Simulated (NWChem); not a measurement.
Species: BHClF; SMILES ClBF

All runs: NWChem. Coordinates come from a PBE0/def2-SVP optimisation. Vertical excitations in the gas phase; the lowest state need not have the same character in each row.

Question: Among these, which level gives the lowest value of “lowest excitation, singlet (eV)”?
(A) PBE/aug-cc-pVDZ, full TDDFT
(B) B3LYP/aug-cc-pVDZ, full TDDFT
(C) BHandHLYP/aug-cc-pVDZ, full TDDFT
(D) PBE0/aug-cc-pVDZ, full TDDFT

Answer: A, PBE/aug-cc-pVDZ, full TDDFT. Values: PBE/aug-cc-pVDZ, full TDDFT 5.99; B3LYP/aug-cc-pVDZ, full TDDFT 6.43; PBE0/aug-cc-pVDZ, full TDDFT 6.56; BHandHLYP/aug-cc-pVDZ, full TDDFT 7.07
